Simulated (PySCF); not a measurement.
Si(Me)(Et)(Vi)2, SMILES C=C[Si](C)(C=C)CC (C7H14Si) (GFN2-xTB optimised geometry):

```
22

C     -2.346     1.943     0.134
C     -1.081     1.579     0.000
Si    -0.477    -0.217     0.000
C     -1.140    -1.143     1.532
C     -1.112    -1.062    -1.575
C     -0.887    -2.326    -1.894
C      1.438    -0.217     0.000
C      2.044     0.352     1.278
H     -2.664     2.975     0.121
H     -3.131     1.216     0.264
H     -0.340     2.359    -0.129
H     -0.747    -2.154     1.581
H     -2.223    -1.214     1.505
H     -0.868    -0.635     2.452
H     -1.708    -0.462    -2.253
H     -1.270    -2.778    -2.797
H     -0.304    -2.975    -1.261
H      1.804    -1.234    -0.143
H      1.801     0.360    -0.852
H      1.759    -0.249     2.138
H      3.131     0.368     1.220
H      1.699     1.370     1.448
```

Method: PBE0/def2-SVP in PySCF.

Question: What are the frontier orbital energies and the dipole moment?

Answer: HOMO-2 -8.17 eV, HOMO-1 -7.62 eV, HOMO -7.44 eV, LUMO -0.28 eV, LUMO+1 0.17 eV; dipole moment 0.15 D.

Meta-Löwdin charges at PBE0/def2-SVP: C1 -0.20, C2 -0.33, Si3 0.85, C4 -0.55, C5 -0.33, C6 -0.20, C7 -0.40, C8 -0.29, H9 0.10, H10 0.10, H11 0.11, H12 0.11, H13 0.12, H14 0.11, H15 0.11, H16 0.10, H17 0.10, H18 0.10, H19 0.10, H20 0.10, H21 0.10, H22 0.09.
